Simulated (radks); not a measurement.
Results of a calculation; reference values are marked as such.
Effect of the nuclear size on neutral mercury, [Hg]. Level of theory: Dirac Kohn-Sham, relativistic LDA (MacDonald-Vosko exchange, VWN5 correlation), spin-unpolarised, spherical densities, finite nucleus; Fermi nuclear charge, rms radius 5.4648 fm (a radial shooting solver on a logarithmic mesh with Libxc functionals). The rms radius is varied about that value; shifts are against it.

\begin{tabular}{lrrrrrrrrr}
rms radius (fm) & total energy shift (eV) & density at nucleus (e/bohr^3) & 1s1/2 shift (meV) & 2s1/2 shift (meV) & 4p1/2 shift (meV) & 5s1/2 shift (meV) & 5p1/2 shift (meV) & 6s1/2 shift (meV) & 6p1/2 (empty) shift (meV) \\ \hline
4.3828 & -38.5 & 2.505e+06 & -15300 & -2280 & -1.97 & -25.9 & 0.733 & -1.71 & 0.540 \\
5.1424 & -12.0 & 2.346e+06 & -4770 & -711 & -0.618 & -8.07 & 0.227 & -0.533 & 0.168 \\
5.4648 & 0 & 2.288e+06 & 0.000 & 0.000 & 0.000 & 0.000 & 0.000 & 0.000 & 0.000 \\
5.738 & 10.5 & 2.243e+06 & 4170 & 622 & 0.545 & 7.06 & -0.198 & 0.466 & -0.147 \\
6.3884 & 36.7 & 2.146e+06 & 14600 & 2170 & 1.92 & 24.7 & -0.691 & 1.63 & -0.514 \\
\end{tabular}

Slopes of the eigenvalues against <r^2> in GHz/fm^2, as finite differences over the two radii next to the reference (eigenvalue slopes, not the field-shift constants of lines): 1s1/2 334000, 2s1/2 49700, 4p1/2 43.4, 5s1/2 565, 5p1/2 -15.9, 6s1/2 37.3, 6p1/2 (empty) -11.8.
